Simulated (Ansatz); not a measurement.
Worked example: C2H9FSi2 → CH6FSi2 + CH3

Species: C2H9FSi2 `C[SiH2]C[SiH2]F`, singlet; CH6FSi2 `F[SiH2]C[SiH2]`, doublet; CH3 (methyl radical) `[CH3]`, doublet. 

Shapes, held fixed at every level: PBE0-D4/def2-TZVP. Flexible molecules stand in one conformer, not always the lowest. Programs: Ansatz 0.2.0. Electronic energies: no zero-point or thermal term.

At CCSD(T)/CBS estimate; 1 Eh = 2625.50 kJ/mol:

```
 species  energy (Eh)
C2H9FSi2  -759.562480
 CH6FSi2  -719.627878
     CH3   -39.782177
```

Task: Work out ΔE of the reaction at this level.

Result: 
1. Products less reactants: (-719.627878) + (-39.782177) − [(-759.562480)] = 0.152425 Eh = +400.2 kJ/mol.

Other levels give +282.0 (HF/def2-TZVPP) to +406.4 kJ/mol (wB97M-V/def2-TZVPP). No measured value is set beside it here. Open shells run unrestricted unless RO is named. The CBS estimate extrapolates MP2 from def2-TZVPP and def2-QZVPP and adds CCSD(T) − MP2 in the triple-zeta set, cores frozen.
